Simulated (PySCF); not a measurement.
# Ni⁺: ionisation energy

Ni⁺ [Ar] 3d9 (2D) → Ni²⁺ [Ar] 3d8 (3F), as a difference of total energies. Computed with PySCF 2.14 in def2-SVP, with the non-relativistic Hamiltonian (point nucleus). Correlated levels: valence: [Ar] frozen. The calculations carry no spin-orbit coupling.

Question: Order these methods by the ionisation energy they give, lowest first.
A. SCS-MP2 (valence)
B. UHF
C. r2SCAN
D. MP2 (valence)

Answer: B (14.593 eV), A (16.684 eV), D (16.927 eV), C (17.120 eV).

These non-relativistic numbers lack the scalar-relativistic shift.

The reference lies between the lowest fine-structure levels, while these numbers refer to the centres of the terms.

Errors of the correlated levels include the incompleteness of this basis and the frozen core.

For comparison: 18.169 eV (measured; NIST Atomic Spectra Database, ionization energies).
